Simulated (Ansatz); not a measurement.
Cost and result up the ladder for the cluster Hg₃Te₃ (6 atoms). Total charge 0; singlet. Geometry: B3LYP-D4/def2-SVP.

```xyz
6

Hg   -0.270    1.727   -2.285
Hg    1.695   -0.243    0.857
Hg   -0.903   -1.259   -0.617
Te    1.644   -2.282   -0.995
Te   -2.231    0.268    1.271
Te    0.065    1.789    1.769
```

Ansatz on 4 threads of AMD EPYC 7R43 on a shared host. Times are rough, and most runs start from the orbitals of an earlier one. ωB97M-V/def2-TZVP serves as the yardstick here, not as an exact answer. Binding counts from free atoms at the same level (Hg singlet, Te triplet; other spins of the atoms weren't run), without zero-point energy.

In the def2 sets Hg, Te take a core potential; there is no spin–orbit coupling. Correlated methods freeze 12 core orbitals; core or outer-core shells of Hg, Te are correlated, in sets that lack core-valence functions. Another isomer (singlet) lies 1.01 eV lower at PBE0-D4/def2-TZVP; other spin states weren't run for this one.

```
                         level  functions  wall time
PBE-D4/def2-TZVP (with forces)        279        8 s
           r2SCAN-D4/def2-TZVP        279       13 s
                 MP2/def2-TZVP        279       16 s
             PBE0-D4/def2-TZVP        279       17 s
             ωB97X-V/def2-TZVP        279       27 s
             ωB97M-V/def2-TZVP        279       34 s
```

(1) Estimate what each level gives for the binding energy per atom (eV).

## Answers

(1) 
```csv
level,binding energy per atom (eV),difference from ωB97M-V/def2-TZVP (eV)
PBE-D4/def2-TZVP (with forces),1.15,0.17
r2SCAN-D4/def2-TZVP,1.06,0.08
MP2/def2-TZVP,1.00,0.03
PBE0-D4/def2-TZVP,1.07,0.10
ωB97X-V/def2-TZVP,1.02,0.05
ωB97M-V/def2-TZVP,0.98,0.00
```
